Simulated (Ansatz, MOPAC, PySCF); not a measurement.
Noncovalent pair: CH3Cl (SMILES CCl) (first 5 atoms) with CHN (SMILES C#N); geometry from B3LYP-D3(BJ)/def2-TZVP, rigid monomers moved along the line of their centres of mass till H5···N7 is 3.01 Å.
(charge 0, multiplicity 1):
```xyz
8

C      0.542    -0.460     1.100
Cl    -1.004     0.406     1.419
H      0.304    -1.393     0.600
H      1.154     0.174     0.466
H      1.029    -0.642     2.053
C      0.133     0.079     4.987
N      1.141    -0.461     5.058
H     -0.805     0.579     4.897
```

Counterpoise-corrected where a basis set is named; no monomer relaxation.

Rows in 6-31G* carry no dispersion term and start afresh at each structure (6-31G* with six Cartesian d functions). The state that PM7 reach isn't checked; PM7 holds dispersion and hydrogen-bond terms.

The values were computed with Ansatz (a first-principles code); MOPAC for PM7 (differences of heats of formation); PySCF for 6-31G* rows, the dispersion terms. Each number belongs to the level named beside it.

Problem. One of these levels gives -7.5 kJ/mol for the interaction energy. Which?
A) HF/6-31G*
B) PBE-D3(BJ)/def2-TZVPPD
C) PM7

Solution. A, HF/6-31G*. The others give -10.7 (PM7), -12.1 (PBE-D3(BJ)/def2-TZVPPD)
